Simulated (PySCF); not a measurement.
# Which determinant of Tl2 lies lowest?

Unrestricted PBE0; PySCF, scalar-relativistic core potentials, basis sets Tl cc-pVDZ-PP with ECP60. Outer shells of the fragments: Tl 5d10 6s2 6p1; Tl 5d10 6s2 6p1.

Followed along the bond (rough minima from three points):

| 2Ms+1 | unpaired | ⟨S²⟩ at the start | R at minimum (Å) | Te (eV) |
| --- | --- | --- | --- | --- |
| 3 | σ ↑, π ↑ | 2.00 | 3.15 | 0.00 |
| 1 | σ ↑, π ↓ | 1.01 | 3.15 | 0.19 |
| 3 | π ↑↑ | 2.00 | 2.91 | 0.27 |
| 1 | none | 0.00 | 3.43 | 0.32 |
| 1 | π ↑↓ | 1.00 | 2.92 | 0.44 |

Solutions found at the starting distance of 2.860 Å, counted from the lowest of them; the search is not exhaustive and high or unbound solutions are not listed, so other states can lie among these:

```json
{"2Ms+1": "3", "unpaired": "σ ↑, π ↑", "term": "³Π", "E (eV)": "0.00", "⟨S²⟩": "2.00", "⟨Lz²⟩": "1.00"}
{"2Ms+1": "3", "unpaired": "π ↑↑", "term": "³Σ⁻", "E (eV)": "0.14", "⟨S²⟩": "2.00", "⟨Lz²⟩": "0.00"}
{"2Ms+1": "1", "unpaired": "σ ↑, π ↓", "term": "mixed", "E (eV)": "0.19", "⟨S²⟩": "1.01", "⟨Lz²⟩": "1.00"}
{"2Ms+1": "1", "unpaired": "π ↑↓", "term": "mixed", "E (eV)": "0.31", "⟨S²⟩": "1.00", "⟨Lz²⟩": "2.01"}
{"2Ms+1": "1", "unpaired": "none", "term": "¹Σ⁺", "E (eV)": "0.70", "⟨S²⟩": "0.00", "⟨Lz²⟩": "0.00"}
{"2Ms+1": "1", "unpaired": "none", "term": "mixed", "E (eV)": "0.73", "⟨S²⟩": "0.00", "⟨Lz²⟩": "2.00"}
{"2Ms+1": "3", "unpaired": "π ↑↑", "term": "mixed", "E (eV)": "1.76", "⟨S²⟩": "2.00", "⟨Lz²⟩": "2.01"}
{"2Ms+1": "3", "unpaired": "σ ↑↑", "term": "³Σ⁺", "E (eV)": "3.54", "⟨S²⟩": "2.00", "⟨Lz²⟩": "0.00"}
{"2Ms+1": "3", "unpaired": "σ ↑↑, π ↑↓", "term": "mixed", "E (eV)": "4.98", "⟨S²⟩": "3.00", "⟨Lz²⟩": "2.01"}
{"2Ms+1": "3", "unpaired": "σ ↑↑", "term": "mixed", "E (eV)": "5.40", "⟨S²⟩": "2.00", "⟨Lz²⟩": "2.00"}
{"2Ms+1": "3", "unpaired": "σ ↑↑↑, π ↓", "term": "mixed", "E (eV)": "8.55", "⟨S²⟩": "3.00", "⟨Lz²⟩": "1.00"}
```

A term symbol is given only where ⟨S²⟩ and ⟨Lz²⟩ are close to those of a pure state; real π, δ and φ orbitals otherwise mix terms, and g/u labels are left off.

These are scalar-relativistic numbers at best; spin–orbit coupling would shift them, the dissociation energy most.
